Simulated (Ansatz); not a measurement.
A nudged elastic band was laid between two geometries of BrH + H4Si (7 atoms, charge 0, multiplicity 1).

All numbers below come from RKS PBE/def2-SVP in Ansatz.

```json
{
  "movable images": "7",
  "climbing image": "yes",
  "spring": "5.0 eV/Å²",
  "optimiser": "quadratic models (default)",
  "start path": "through a guess of the saddle point",
  "force threshold": "0.05 eV/Å",
  "iteration limit": "60",
  "end points": "relaxed"
}
```

First end point:

```xyz
7
Properties=species:S:1:pos:R:3
Si 0.365 0.000 -0.157
H 0.321 0.000 1.349
H 1.803 0.000 -0.596
H -0.323 1.231 -0.672
H -0.323 -1.231 -0.672
Br -3.289 0.000 1.639
H -1.967 0.000 2.202
```

Last end point:

```xyz
7
Properties=species:S:1:pos:R:3
Si -0.449 0.000 -0.754
H 0.034 0.000 3.503
H 0.683 0.000 0.230
H -0.396 1.229 -1.613
H -0.396 -1.229 -1.613
Br -2.383 0.000 0.386
H -0.505 0.000 2.955
```

Problem. What changes between the two ends?

Solution. Bonds broken: Si1–H2, Br6–H7. Bonds formed: Si1–Br6, H2–H7. BrH + H4Si becomes BrH3Si + H2.

Problem. What energy profile does the band end with?

Solution. It converged. The highest image is number 3 of 0 to 8, 1.46 eV above the first end and 2.02 eV above the last; the last end lies 0.56 eV below the first. A vibrational analysis at the climbing image gives 2 clearly imaginary modes (874i, 190i cm⁻¹): a point of higher order. A lower path may pass nearby, or the ends, which weren't checked, may share the extra mode. The orbitals stay closed-shell, which can raise the energy where a bond breaks towards radicals; this wasn't checked here.

```
image  path coordinate (Å)  energy (eV)  Si1–H2 (Å)  Br6–H7 (Å)  Si1–Br6 (Å)
    0                 0.00         0.00        1.51        1.44         4.07
    1                 0.68         0.04        1.51        1.45         3.67
    2                 1.37         0.48        1.55        1.51         3.09
    3                 2.05         1.46        1.76        1.91         2.67
    4                 2.66         0.80        2.16        2.20         2.39
    5                 3.26         0.01        2.61        2.41         2.28
    6                 3.87        -0.42        3.11        2.66         2.25
    7                 4.48        -0.54        3.70        2.98         2.25
    8                 5.09        -0.56        4.28        3.18         2.25
```

Problem. What is the geometry of the highest image?

Solution. 
```xyz
7
Properties=species:S:1:pos:R:3:forces:R:3
Si -0.217 0.000 -0.046 0.00 0.00 0.00
H 0.096 0.000 1.689 0.00 0.00 0.00
H 1.302 0.000 -0.002 0.00 0.00 0.00
H -0.578 1.301 -0.687 0.00 0.00 0.00
H -0.578 -1.301 -0.687 0.00 0.00 0.00
Br -2.621 0.000 1.105 0.00 0.00 0.00
H -0.817 0.000 1.722 0.00 0.00 0.00
```

Run time: 2.2 min on 1 thread of Intel(R) Xeon(R) Platinum 8488C (Sapphire Rapids), on a shared host, peak memory 0.17 GiB.
